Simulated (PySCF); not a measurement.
Compound: C4H6O2Se.
Cartesian coordinates in Å at the PBE0-D3(BJ)/def2-SVP level; atoms count from 1:
```xyz
13
C4H6O2Se angstrom
O      2.7082   -0.7948    0.4509
C      2.5195   -0.0297   -0.4498
O      1.3253    0.2632   -0.9655
C      0.2195   -0.4030   -0.3997
C     -1.0962    0.2527   -0.7979
C     -1.8177    0.2130    0.5542
Se    -0.1268   -0.1180    1.5245
H      3.3037    0.5517   -0.9759
H      0.3017   -1.4804   -0.6070
H     -0.8756    1.2904   -1.0869
H     -1.6219   -0.2328   -1.6356
H     -2.4977   -0.6421    0.6687
H     -2.3385    1.1344    0.8458
```

Computed with PBE0-D3(BJ)/def2-SVP geometry optimisation, gas phase (PySCF).

Masses are those of the commonest isotopes; rigid-rotor values at the optimised geometry. The values belong to one conformer with, in the numbering `[O:1]=[CH:2][O:3][C@@H:4]1[CH2:5][CH2:6][Se:7]1`, O1–C2–O3–C4 -1°, C2–O3–C4–C5 165°, O3–C4–C5–C6 -137°, C4–C5–C6–Se7 17°, C5–C6–Se7–C4 -13°, O3–C4–Se7–C6 129°.

**Question.** Give the principal moments of inertia and the rotational constants in cm⁻¹.

**Answer.** Ia = 158.16, Ib = 332.53, Ic = 465.19 u·Å²; 505379 MHz·u·Å²/I gives 3195, 1520 and 1086 MHz, that is A = 0.10659, B = 0.05069, C = 0.03624 cm⁻¹.

**Question.** Classify the top.

**Answer.** An asymmetric top: κ = (2 × 1520 − 3195 − 1086)/(3195 − 1086) = -0.59.

**Question.** Is it planar, by Δ = Ic − Ia − Ib?

**Answer.** Not planar: Δ = Ic − Ia − Ib = -25.50 u·Å². For a rigid frame Δ = −2 Σ m c², so Σ m c² = 12.75 u·Å² lies off the ab plane: 6.14 from hydrogen and 6.61 from heavier atoms. The atom farthest from that plane is 1.52 Å away.

**Question.** Give the other two planar moments, Paa and Pbb, and the rms extents of the mass along the axes.

**Answer.** Paa = Σ m a² = (Ib + Ic − Ia)/2 = 319.78 and Pbb = Σ m b² = (Ia + Ic − Ib)/2 = 145.40 u·Å². With the mass M = 165.95 u, the rms extents √(P/M) along a, b and c are 1.39, 0.94, 0.28 Å.

**Question.** Where do the levels up to J = 2 lie, in MHz?

**Answer.** Above 0(0,0):
J = 1: 1(0,1) 2606, 1(1,1) 4282, 1(1,0) 4715
J = 2: 2(0,2) 7745, 2(1,2) 9061, 2(1,1) 10361, 2(2,1) 15388, 2(2,0) 15462
The levels of one J sum to (2J + 1)J(J + 1)(A + B + C)/3.

**Question.** Predict some low-J microwave lines.

**Answer.** The dipole components are |μa| = 0.79 D, |μb| = 2.82 D, |μc| = 0.21 D. Intensities carry the squares of the components, which stand as 0.08 : 1.00 : 0.01 (a : b : c). Some lines, for components of 0.1 D or more:

| type | branch | J(Ka,Kc) | MHz | lower level (cm⁻¹) |
| --- | --- | --- | --- | --- |
| a | Q | 3(2,1) ← 3(2,2) | 355 | 0.774 |
| b | Q | 2(1,1) ← 2(0,2) | 2616 | 0.258 |
| c | R | 1(1,0) ← 0(0,0) | 4715 | 0.000 |
| a | R | 2(0,2) ← 1(0,1) | 5139 | 0.087 |
| b | R | 4(1,3) ← 3(2,2) | 6690 | 0.774 |
| a | R | 3(2,2) ← 2(2,1) | 7819 | 0.513 |
| a | R | 3(2,1) ← 2(2,0) | 8100 | 0.516 |
| b | Q | 4(3,1) ← 4(2,2) | 8752 | 1.153 |
| a | R | 4(1,4) ← 3(1,3) | 9431 | 0.540 |
| a | R | 4(3,1) ← 3(3,0) | 10598 | 1.091 |
| b | R | 2(2,1) ← 1(1,0) | 10673 | 0.157 |
| a | R | 4(2,2) ← 3(2,1) | 11003 | 0.786 |
| b | R | 3(2,2) ← 2(1,1) | 12846 | 0.346 |
| c | Q | 4(4,1) ← 4(3,1) | 13080 | 1.445 |
| c | R | 4(4,0) ← 3(3,0) | 23679 | 1.091 |
| c | R | 4(4,1) ← 3(3,1) | 23686 | 1.091 |

**Question.** Estimate the classical rotational partition function at 50 K, 100 K and 500 K.

**Answer.** Point group C1, symmetry number σ = 1; q = (√π/σ)·√((kT/h)³/(ABC)), k/h = 20836.6 MHz/K: 25900 at 50 K, 73400 at 100 K, 821000 at 500 K.

Whether it is a minimum is left open (no frequencies). No vibrational averaging or centrifugal distortion is included, and the geometry carries the error of its method.

Rough CPU time on one thread of a shared machine: about 2.5 min. That covers the optimisation of the geometry.
